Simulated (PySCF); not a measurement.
# CAM-B3LYP on Pt (platinum, neutral)

Configuration: [Xe] 4f14 5d8 6s1 7s1, high-spin 5F determinant (an excited configuration). Computed with PySCF 2.14 in aug-cc-pwCVDZ-PP with ECP60MDF (6s6p5d3f, 70 functions), with scalar relativity through the core potential.

```json
{
 "Total energy": "-119.0579 hartree",
 "One-electron energy": "-204.2614 hartree",
 "Hartree (Coulomb) energy": "96.5516 hartree",
 "Exchange-correlation energy": "-11.3481 hartree",
 "⟨S²⟩": "6.0009",
 "⟨L²⟩": "12.009",
 "Sum of ⟨r⟩": "31.85 bohr",
 "Sum of ⟨r²⟩": "105.2 bohr²"
}
```

```json
{"shell": "5s α", "electrons": "1", "mean orbital energy (hartree)": "-4.23635", "spread (hartree)": "0", "rms radius, mean of both spins (bohr)": "1.02"}
{"shell": "5s β", "electrons": "1", "mean orbital energy (hartree)": "-4.17251", "spread (hartree)": "0", "rms radius, mean of both spins (bohr)": "1.02"}
{"shell": "5p α", "electrons": "3", "mean orbital energy (hartree)": "-2.54478", "spread (hartree)": "0", "rms radius, mean of both spins (bohr)": "1.18"}
{"shell": "5p β", "electrons": "3", "mean orbital energy (hartree)": "-2.46684", "spread (hartree)": "0", "rms radius, mean of both spins (bohr)": "1.18"}
{"shell": "5d α", "electrons": "5", "mean orbital energy (hartree)": "-0.60041", "spread (hartree)": "0.03057", "rms radius, mean of both spins (bohr)": "1.74"}
{"shell": "5d β", "electrons": "3", "mean orbital energy (hartree)": "-0.54657", "spread (hartree)": "0", "rms radius, mean of both spins (bohr)": "1.74"}
{"shell": "6s α", "electrons": "1", "mean orbital energy (hartree)": "-0.46362", "spread (hartree)": "0", "rms radius, mean of both spins (bohr)": "2.82"}
{"shell": "7s α", "electrons": "1", "mean orbital energy (hartree)": "-0.08038", "spread (hartree)": "0", "rms radius, mean of both spins (bohr)": "7.91"}
```

Energies and moments cover only the electrons outside the core potential. Spin-orbit coupling, absent here, splits the open shell strongly. The outer electron is Rydberg-like, and this basis confines it to a smaller radius and binds it less than a complete one would.
